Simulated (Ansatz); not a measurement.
One change: `[SiH3][O][SnH3]` becomes `O[SiH3]`.

Ansatz, PBE0-D4/def2-TZVP geometries, multiplicity 1. 

Elements past krypton have def2 core potentials.

```csv
property,`[SiH3][O][SnH3]`
HOMO–LUMO gap (PBE0/def2-TZVPP) / eV,7.49
size of the dipole moment (ωB97M-V/def2-TZVPP) / D,2.12
HOMO energy (PBE0/def2-TZVPP) / eV,-8.25
LUMO energy (PBE/def2-TZVPP) / eV,-1.57
size of the dipole moment (PBE/def2-TZVPP) / D,1.99
"ideal-gas entropy at 298 K and 1 bar (rigid rotor, harmonic PBE0-D4/def2-TZVP) / J/(mol·K)",367
```

(1) What does the change do to each property? (An estimate is asked.)

## Answers

(1) The calculation gave: 
| property | `O[SiH3]` | shift |
| --- | --- | --- |
| HOMO–LUMO gap (PBE0/def2-TZVPP) / eV | 8.77 | 1.28 |
| size of the dipole moment (ωB97M-V/def2-TZVPP) / D | 1.32 | -0.80 |
| HOMO energy (PBE0/def2-TZVPP) / eV | -8.73 | -0.48 |
| LUMO energy (PBE/def2-TZVPP) / eV | -0.84 | 0.73 |
| size of the dipole moment (PBE/def2-TZVPP) / D | 1.27 | -0.72 |
| ideal-gas entropy at 298 K and 1 bar (rigid rotor, harmonic PBE0-D4/def2-TZVP) / J/(mol·K) | 258 | -109 |

With PBE0 the HOMO falls by 0.48 eV and the LUMO rises by 0.80 eV, so the gap widens by about 1.28 eV. PBE moves the HOMO by -0.39 eV and ωB97M-V by -0.52 eV. The zero-point energy changes by -28.4 kJ/mol with -9 modes. Dipoles are sizes alone; their direction can turn. Modes under 60 cm⁻¹, often nearly free rotors, make the harmonic entropy too high.
